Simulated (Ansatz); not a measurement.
Geometry optimisation of ScBr₃⁺.

```yaml
crystal:
  periodic: [false, false, false]
  atoms:
    - {symbol: Sc, position_ang: [-0.000151, -0.000090, 0.001510]}
    - {symbol: Br, position_ang: [2.413052, -0.025200, 0.011570]}
    - {symbol: Br, position_ang: [-1.184258, 2.102788, -0.016425]}
    - {symbol: Br, position_ang: [-1.228644, -2.077508, 0.003345]}
basis:
  gaussian: {orbitals: def2-SVP}
total_charge: 1
magnetization: {spin_polarized: true, initial_magnetization: 1}
hamiltonian: {xc: pbe0, dispersion: d4}
scf: {lower_state_search: "off"}
output: {orbitals: {seedname: orbitals}}
relax: {f_tol: 0.02, max_steps: 100}
```

```sh
$ ansatz run in.yaml --threads 4 --pin off --events-out ev --progress --plain --max-ram 3916MiB
```

Shortened log:

```
Functional definition: PBE0
mean field -230777.72518956 eV, -8480.9249739557 hartree, gradient 3.5e-6 eV, S^2 0.764880; 0 other end points of the search recorded, 0 dependent functions left out
relax step   1: F+E_penalty+E_count = -230777.84896255 eV  Δ(F+E_penalty+E_count) = +0.000e0 eV  max|allowed force component| = 1.941e-1 eV/Å  Δτ_max = 0.0000 Å  (19 SCF iters, accepted)
mean field -230777.73028254 eV, -8480.9251611196 hartree, gradient 2.7e-6 eV, S^2 0.765494; 0 other end points of the search recorded, 0 dependent functions left out
relax step   2: F+E_penalty+E_count = -230777.85237484 eV  Δ(F+E_penalty+E_count) = -3.412e-3 eV  max|allowed force component| = 8.759e-2 eV/Å  Δτ_max = 0.0223 Å  (22 SCF iters, accepted)
mean field -230777.73067667 eV, -8480.9251756034 hartree, gradient 1.6e-6 eV, S^2 0.765289; 0 other end points of the search recorded, 0 dependent functions left out
relax step   3: F+E_penalty+E_count = -230777.85331765 eV  Δ(F+E_penalty+E_count) = -9.428e-4 eV  max|allowed force component| = 1.770e-3 eV/Å  Δτ_max = 0.0073 Å  (23 SCF iters, accepted)
mean field -230777.73068743 eV, -8480.9251759990 hartree, gradient 1.5e-6 eV, S^2 0.765293; 0 other end points of the search recorded, 0 dependent functions left out
relax step   4: F+E_penalty+E_count = -230777.85331870 eV  Δ(F+E_penalty+E_count) = -1.058e-6 eV  max|allowed force component| = 1.480e-3 eV/Å  Δτ_max = 0.0004 Å  (15 SCF iters, accepted)
mean field -230777.73075442 eV, -8480.9251784607 hartree, gradient 2.0e-6 eV, S^2 0.765310; 0 other end points of the search recorded, 0 dependent functions left out
relax step   5: F+E_penalty+E_count = -230777.85334147 eV  Δ(F+E_penalty+E_count) = -2.276e-5 eV  max|allowed force component| = 7.558e-3 eV/Å  Δτ_max = 0.0064 Å  (18 SCF iters, accepted)
mean field -230777.73099593 eV, -8480.9251873361 hartree, gradient 2.9e-6 eV, S^2 0.765344; 0 other end points of the search recorded, 0 dependent functions left out
relax step   6: F+E_penalty+E_count = -230777.85351219 eV  Δ(F+E_penalty+E_count) = -1.707e-4 eV  max|allowed force component| = 2.192e-2 eV/Å  Δτ_max = 0.0161 Å  (24 SCF iters, accepted)
mean field -230777.73231923 eV, -8480.9252359663 hartree, gradient 1.8e-6 eV, S^2 0.765454; 0 other end points of the search recorded, 0 dependent functions left out
relax step   7: F+E_penalty+E_count = -230777.85469624 eV  Δ(F+E_penalty+E_count) = -1.184e-3 eV  max|allowed force component| = 6.460e-2 eV/Å  Δτ_max = 0.0434 Å  (25 SCF iters, accepted)
mean field -230777.74624463 eV, -8480.9257477155 hartree, gradient 1.3e-6 eV, S^2 0.765910; 0 other end points of the search recorded, 0 dependent functions left out
relax step   8: F+E_penalty+E_count = -230777.86925794 eV  Δ(F+E_penalty+E_count) = -1.456e-2 eV  max|allowed force component| = 1.972e-1 eV/Å  Δτ_max = 0.1625 Å  (30 SCF iters, accepted)
mean field -230777.77529568 eV, -8480.9268153218 hartree, gradient 2.3e-6 eV, S^2 0.766426; 0 other end points of the search recorded, 0 dependent functions left out
relax step   9: F+E_penalty+E_count = -230777.90099605 eV  Δ(F+E_penalty+E_count) = -3.174e-2 eV  max|allowed force component| = 2.967e-1 eV/Å  Δτ_max = 0.1753 Å  (32 SCF iters, accepted)
mean field -230777.81545075 eV, -8480.9282909935 hartree, gradient 1.8e-6 eV, S^2 0.766850; 0 other end points of the search recorded, 0 dependent functions left out
relax step  10: F+E_penalty+E_count = -230777.94657122 eV  Δ(F+E_penalty+E_count) = -4.558e-2 eV  max|allowed force component| = 3.704e-1 eV/Å  Δτ_max = 0.1954 Å  (31 SCF iters, accepted)
mean field -230777.83427995 eV, -8480.9289829539 hartree, gradient 2.4e-6 eV, S^2 0.766516; 0 other end points of the search recorded, 0 dependent functions left out
relax step  11: F+E_penalty+E_count = -230777.96782504 eV  Δ(F+E_penalty+E_count) = -2.125e-2 eV  max|allowed force component| = 2.577e-1 eV/Å  Δτ_max = 0.0422 Å  (26 SCF iters, accepted)
mean field -230777.85000237 eV, -8480.9295607422 hartree, gradient 1.8e-6 eV, S^2 0.765843; 0 other end points of the search recorded, 0 dependent functions left out
relax step  12: F+E_penalty+E_count = -230777.99147383 eV  Δ(F+E_penalty+E_count) = -2.365e-2 eV  max|allowed force component| = 3.812e-1 eV/Å  Δτ_max = 0.1927 Å  (35 SCF iters, accepted)
mean field -230777.94365688 eV, -8480.9330024817 hartree, gradient 1.7e-6 eV, S^2 0.760845; 0 other end points of the search recorded, 0 dependent functions left out
relax step  13: F+E_penalty+E_count = -230778.08720758 eV  Δ(F+E_penalty+E_count) = -9.573e-2 eV  max|allowed force component| = 1.066e0 eV/Å  Δτ_max = 0.1950 Å  (37 SCF iters, accepted)
mean field -230778.07406835 eV, -8480.9377950149 hartree, gradient 1.3e-6 eV, S^2 0.757489; 0 other end points of the search recorded, 0 dependent functions left out
relax step  14: F+E_penalty+E_count = -230778.21706790 eV  Δ(F+E_penalty+E_count) = -1.299e-1 eV  max|allowed force component| = 5.116e-1 eV/Å  Δτ_max = 0.1951 Å  (30 SCF iters, accepted)
mean field -230778.09815846 eV, -8480.9386803103 hartree, gradient 2.1e-6 eV, S^2 0.757775; 0 other end points of the search recorded, 0 dependent functions left out
relax step  15: F+E_penalty+E_count = -230778.23693266 eV  Δ(F+E_penalty+E_count) = -1.986e-2 eV  max|allowed force component| = 6.564e-2 eV/Å  Δτ_max = 0.1187 Å  (27 SCF iters, accepted)
mean field -230778.09906238 eV, -8480.9387135287 hartree, gradient 2.6e-6 eV, S^2 0.757654; 0 other end points of the search recorded, 0 dependent functions left out
relax step  16: F+E_penalty+E_count = -230778.23825795 eV  Δ(F+E_penalty+E_count) = -1.325e-3 eV  max|allowed force component| = 2.056e-2 eV/Å  Δτ_max = 0.0251 Å  (26 SCF iters, accepted)
mean field -230778.09902950 eV, -8480.9387123204 hartree, gradient 2.8e-6 eV, S^2 0.757695; 0 other end points of the search recorded, 0 dependent functions left out
relax step  17: F+E_penalty+E_count = -230778.23835438 eV  Δ(F+E_penalty+E_count) = -9.643e-5 eV  max|allowed force component| = 4.714e-3 eV/Å  Δτ_max = 0.0082 Å  (25 SCF iters, accepted)
Total energy: -230778.23842768 eV, -8480.9438351088 hartree
Atom 0 at    -0.149208     0.258754     0.789589 Å, force     0.002924     0.003876     0.004039 eV/Å
Atom 1 at     1.971153    -0.457751    -0.295492 Å, force    -0.003048    -0.000648     0.000185 eV/Å
Atom 2 at    -1.178428     2.113349    -0.182024 Å, force    -0.000618     0.001486    -0.001141 eV/Å
Atom 3 at    -0.643517    -1.914363    -0.312072 Å, force     0.000742    -0.004714    -0.003083 eV/Å
Dipole moment:     0.010058    -0.029357     1.091407 e Å
Checks for a lower state left out: stability, starts, cluster_reference, orbital_swaps, neighbouring_geometries, increment
```

It took 1.9 min on 4 threads of AMD EPYC 7R43 on a shared host, peak host memory 0.63 GiB.

In the charge 1 doublet, Br2 and Br4 lie 2.99 Å apart (atoms count from 1), so these atoms are partly bonded to each other. The relaxation made no stability test and no search for a lower SCF solution. No other spin state of charge 1 was run.
